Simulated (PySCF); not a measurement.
## LaI at BHandHLYP

Level: BHandHLYP. basis La x2c-SVPall, I x2c-SVPall; spin-free X2C with a Gaussian nucleus; PySCF 2.14.

```
state                                           : triplet, about 0.0 electrons in the 4f shell (Mulliken)
bond length                                     : 2.968 Å
harmonic wavenumber                             : 174 cm⁻¹
force constant                                  : 1.19 mdyn/Å
rotational constant Be                          : 0.02885 cm⁻¹
anharmonicity ωexe                              : 0.287 cm⁻¹
vibration–rotation constant αe                  : 6.77e-05 cm⁻¹
well depth De to La (5d1 6s2) + I               : 367 kJ/mol
dissociation energy D0                          : 366 kJ/mol
bond order (Mayer)                              : 1.19
dipole moment (positive dipole means La(−)I(+)) : -5.46 D
```

Spin–orbit coupling is left out, which matters for elements this heavy, above all for dissociation energies. With d or f electrons several states lie close, and the lowest PBE0 determinant need not be the measured ground state.
